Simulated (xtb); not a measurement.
xtb input (GFN2-xTB):

```bash
xtb mol.xyz --gfn 2 --ohess tight --chrg 0 --uhf 0
```
mol.xyz:
```
6

O      1.60995447    -1.12264576     0.41281894
B      0.29921121    -0.92688736     0.24697385
O     -0.58712488    -1.90455656     0.52318669
Br    -0.33080800     0.89738805    -0.28095418
H      2.20330852    -0.38588979     0.22867846
H     -1.48699006    -1.65656622     0.44385172
```

Output:

```
           -------------------------------------------------
          |                Calculation Setup                |
           -------------------------------------------------

           -------------------------------------------------
          |                 G F N 2 - x T B                 |
           -------------------------------------------------

        Reference                      10.1021/acs.jctc.8b01176
      * Hamiltonian:
        H0-scaling (s, p, d)           1.850000    2.230000    2.230000
        zeta-weighting                 0.500000
      * Dispersion:
        s8                             2.700000
        a1                             0.520000
        a2                             5.000000
        s9                             5.000000
      * Repulsion:
        kExp                           1.500000    1.000000
        rExp                           1.000000
      * Coulomb:
        alpha                          2.000000
        third order                    shell-resolved
        anisotropic                    true
        a3                             3.000000
        a5                             4.000000
        cn-shift                       1.200000
        cn-exp                         4.000000
        max-rad                        5.000000

          ...................................................
          :                      SETUP                      :
          :.................................................:
          :  # basis functions                  24          :
          :  # atomic orbitals                  23          :
          :  # shells                           11          :
          :  # electrons                        24          :
          :  max. iterations                   250          :
          :  Hamiltonian                  GFN2-xTB          :
          :  restarted?                      false          :
          :  GBSA solvation                  false          :
          :  PC potential                    false          :
          :  electronic temp.          300.0000000     K    :
          :  accuracy                    1.0000000          :
          :  -> integral cutoff          0.2500000E+02      :
          :  -> integral neglect         0.1000000E-07      :
          :  -> SCF convergence          0.1000000E-05 Eh   :
          :  -> wf. convergence          0.1000000E-03 e    :
          :  Broyden damping             0.4000000          :
          :  net charge                          0          :
          :  unpaired electrons                  0          :
          ...................................................

 iter      E             dE          RMSdq      gap      omega  full diag
   1    -14.4723122 -0.144723E+02  0.888E+00    8.60       0.0  T
   2    -14.6278371 -0.155525E+00  0.649E+00    5.07       1.0  T
   3    -14.6488694 -0.210323E-01  0.326E+00    6.24       1.0  T
   4    -14.6528303 -0.396091E-02  0.164E+00    5.49       1.0  T
   5    -14.6610242 -0.819393E-02  0.773E-01    5.85       1.0  T
   6    -14.6605959  0.428265E-03  0.511E-01    6.04       1.0  T
[...]

      molecular mass/u    :      124.7292472
   center of mass at/Å    :       -0.0512201       0.0808222      -0.0289714
  moments of inertia/u·Å² :        0.5018744E+02   0.1724294E+03   0.2226168E+03
rotational constants/cm⁻¹ :        0.3358935E+00   0.9776542E-01   0.7572488E-01

 * 5 selected distances

     #   Z          #   Z                                           value/Å
     1   8 O        2   5 B                                       1.3302272
     2   5 B        3   8 O                                       1.3304125
     2   5 B        4  35 Br                                      1.9363746 (max)
     1   8 O        5   1 H                                       0.9565986 (min)
     3   8 O        6   1 H                                       0.9566005

 * 3 distinct bonds (by element types)

   Z      Z             #   av. dist./Å        max./Å        min./Å
   1 H    8 O           2     0.9565995     0.9566005     0.9565986
   5 B    8 O           2     1.3303199     1.3304125     1.3302272
   5 B   35 Br          1     1.9363746     1.9363746     1.9363746

           -------------------------------------------------
          |               Frequency Printout                |
           -------------------------------------------------
 projected vibrational frequencies (cm⁻¹)
eigval :       -0.00    -0.00     0.00     0.00     0.00     0.00
eigval :      281.43   308.37   445.63   484.46   526.79   548.06
eigval :      867.69   923.63  1103.35  1410.16  3627.41  3632.95
 reduced masses (amu)
   1: 50.29   2: 37.07   3: 66.64   4: 63.86   5: 20.03   6: 14.66   7: 18.43   8: 33.65
   9:  3.37  10: 12.09  11: 16.30  12:  1.58  13:  4.45  14:  3.81  15: 12.84  16: 11.36
Molecule has the following symmetry elements: (C2) 2*(sigma)
It seems to be the C2v point group
  17:  1.88  18:  1.88
 IR intensities (km·mol⁻¹)
   1:  0.00   2:  1.35   3:  0.40   4:  0.06   5:  0.82   6:  0.15   7: 35.72   8:  0.02
   9:  0.01  10:132.98  11:  1.04  12:237.82  13:270.36  14:293.14  15:573.85  16:378.50
  17: 85.96  18:  1.36
 Raman intensities (Ä⁴*amu⁻¹)
   1:  0.00   2:  0.00   3:  0.00   4:  0.00   5:  0.00   6:  0.00   7:  0.00   8:  0.00
   9:  0.00  10:  0.00  11:  0.00  12:  0.00  13:  0.00  14:  0.00  15:  0.00  16:  0.00
  17:  0.00  18:  0.00
 output can be read by thermo (or use thermo option).
 writing <g98.out> molden fake output.
 recommended (thermochemical) frequency scaling factor: 1.0
           -------------------------------------------------
          |             Thermodynamic Functions             |
           -------------------------------------------------

c2v symmetry found (for desy threshold:  0.10E+00) used in thermo

          ...................................................
          :                      SETUP                      :
          :.................................................:
          :  # frequencies                          12      :
          :  # imaginary freq.                       0      :
          :  linear?                             false      :
          :  only rotor calc.                    false      :
          :  symmetry                              c2v      :
          :  rotational number                       2      :
          :  scaling factor                  1.0000000      :
          :  rotor cutoff                   50.0000000 cm⁻¹ :
          :  imag. cutoff                  -20.0000000 cm⁻¹ :
          :.................................................:

    mode    ω/cm⁻¹     T·S(HO)/kcal·mol⁻¹    T·S(FR)/kcal·mol⁻¹   T·S(vib)
   ------------------------------------------------------------------------
       1    281.43    -0.45467 ( 99.90%)    -0.54457 (  0.10%)    -0.45476
   ------------------------------------------------------------------------

   temp. (K)  partition function   enthalpy   heat capacity  entropy
                                   cal/mol     cal/K/mol   cal/K/mol   J/K/mol
 298.15  VIB   2.63                 1189.247      9.748      5.911
         ROT  0.530E+05              888.752      2.981     24.599
         INT  0.139E+06             2077.999     12.729     30.510
         TR   0.135E+28             1481.254      4.968     40.358
         TOT                        3559.2532    17.6971    70.8688   296.5149

       T/K    H(0)-H(T)+PV         H(T)/Eh          T*S/Eh         G(T)/Eh
   ------------------------------------------------------------------------
    298.15    0.567203E-02    0.379307E-01    0.336720E-01    0.425862E-02
   ------------------------------------------------------------------------

         :::::::::::::::::::::::::::::::::::::::::::::::::::::
         ::                  THERMODYNAMIC                  ::
         :::::::::::::::::::::::::::::::::::::::::::::::::::::
         :: total free energy         -14.588232060050 Eh   ::
         ::.................................................::
         :: total energy              -14.592490680809 Eh   ::
         :: zero point energy           0.032258623729 Eh   ::
         :: G(RRHO) w/o ZPVE           -0.028000002970 Eh   ::
         :: G(RRHO) contrib.            0.004258620759 Eh   ::
         :::::::::::::::::::::::::::::::::::::::::::::::::::::

optimized geometry written to: xtbopt.xyz

           -------------------------------------------------
          | TOTAL ENERGY              -14.592490680809 Eh   |
          | TOTAL ENTHALPY            -14.554560025992 Eh   |
          | TOTAL FREE ENERGY         -14.588232060050 Eh   |
          | GRADIENT NORM               0.000163283326 Eh/α |
          | HOMO-LUMO GAP               6.288483347445 eV   |
           -------------------------------------------------

------------------------------------------------------------------------
------------------------------------------------------------------------
Note: The following floating-point exceptions are signalling: IEEE_UNDERFLOW_FLAG IEEE_DENORMAL
normal termination of xtb
 total:
 SCF:
 ANC optimizer:
 analytical hessian:
```
